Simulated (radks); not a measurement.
Isoelectronic series with 6 electrons, each ion in its NIST ground configuration. Calculated with a radial shooting solver on a logarithmic mesh with Libxc functionals: Dirac Kohn-Sham, PBE, spin-unpolarised, spherical densities, finite nucleus; open shells fill j = l - 1/2 first; Fermi nuclear charge, rms radius of each element as measured or else 0.836 A^(1/3) + 0.57 fm. Total energies (hartree) and mean radii <r> (bohr) (* marks an orbital that is empty in some or all of the ions):

ion    configuration  E (hartree)  2p3/2*   2p1/2   2s1/2
C       [He] 2s2 2p2    -37.76524   1.801   1.799   1.572
F3+     [He] 2s2 2p2    -95.39775  0.8289  0.8277  0.8767
Mg6+    [He] 2s2 2p2   -180.23385  0.5490  0.5477  0.6075
P9+     [He] 2s2 2p2   -292.37968  0.4116  0.4100  0.4646
Ar12+   [He] 2s2 2p2   -432.00929  0.3294  0.3276  0.3759
Sc15+   [He] 2s2 2p2   -599.34705  0.2747  0.2726  0.3154
Cr18+   [He] 2s2 2p2   -794.66616  0.2355  0.2332  0.2714
Co21+   [He] 2s2 2p2  -1018.28986  0.2061  0.2035  0.2380
Zn24+   [He] 2s2 2p2  -1270.59393  0.1832  0.1803  0.2117
